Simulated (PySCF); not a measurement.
Electron correlation in Tc²⁺ (technetium, charge +2)

[Kr] 4d4 5s1, high-spin 6D determinant (an excited configuration). All numbers are calculated (PySCF 2.14, the spin-free X2C one-electron Hamiltonian (Gaussian nucleus), in ANO-RCC-VTZP (7s6p4d2f1g, 68 functions)). Frozen: [Kr]; 5 electrons correlated.

```tsv
level	correlation energy (mhartree)
CCSD	-59.84
(T)	-0.81
CCSD(T)	-60.65
```

Diagnostics: T1 = 0.0037, D1 = 0.0112, largest double amplitude 0.024.

Question: Is a single reference adequate?

Answer: Yes, within this model without spin-orbit coupling: T1 lies below 0.03 and no double amplitude reaches 0.07.
